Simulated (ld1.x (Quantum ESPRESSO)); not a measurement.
# Transferability test, TM potential for chlorine (Cl)

- Element: Cl
- Generator: ld1.x (Quantum ESPRESSO) 7.5
- Type: norm-conserving Troullier–Martins (Kleinman–Bylander form)
- Functional: PBE
- Relativity: scalar-relativistic
- Frozen core: [Ne]
- Valence charge: 7
- Reference configuration: 3s1.5 3p5.5
- Partial waves: 3s (bound): rc 1.05 bohr; 3p (bound): rc 1.05 bohr
- Local potential: all-electron potential smoothed inside 0.95 bohr (lloc = -1)
- Core correction: Bessel-smoothed model core inside 0.65 bohr

Energies are relative to the spin-unpolarised reference configuration 3s1.5 3p5.5; without spin polarisation the order of configurations can differ from experiment.

Problem. Give the all-electron excitation energy and the error of the potential for: 3s2 3p5; 3s2 3p4; 3s2 3p3; 3s2 3p1; 3s1 3p6; 3s2 3p5.3; 3s2 3p2.

Solution.

| valence configuration | charge | ΔE all-electron (eV) | error AE − PS (meV) |
| --- | --- | --- | --- |
| 3s2 3p5 | 0 | -6.063 | +0.7 |
| 3s2 3p4 | +1 | 7.813 | +4.4 |
| 3s2 3p3 | +2 | 33.260 | +35 |
| 3s2 3p1 | +4 | 123.810 | +284 |
| 3s1 3p6 | 0 | 6.091 | +0.1 |
| 3s2 3p5.3 | -0.3 | -8.201 | +1.6 |
| 3s2 3p2 | +3 | 71.567 | +118 |

Levels in the configuration 3s2 3p1:

| level | all-electron (eV) | pseudo (eV) |
| --- | --- | --- |
| 3s | -73.777 | -73.566 |
| 3p | -59.527 | -59.307 |
